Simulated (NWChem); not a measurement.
Molecule: silicon monosulfide (SiS, singlet); SMILES S=[Si]

```xyz
2

Si     0.0000     0.0000     1.0317
S      0.0000     0.0000    -0.8983
```
Atoms are numbered in this order, from 1.

Results from NWChem. Pople sets run with spherical d functions. Low-valent species are run as closed-shell singlets; no triplet was tried in these runs. Structure relaxed at the PBE0-D3(BJ)/def2-TZVP level. Static field.

For level PBE/6-31+G*:

- isotropic polarisability (bohr³): 42.7
- anisotropy (bohr³): 38.9

What are these values for level BHandHLYP/6-31+G*?

The isotropic polarisability (bohr³) comes out as 41.5 and the anisotropy (bohr³) comes out as 36.7.
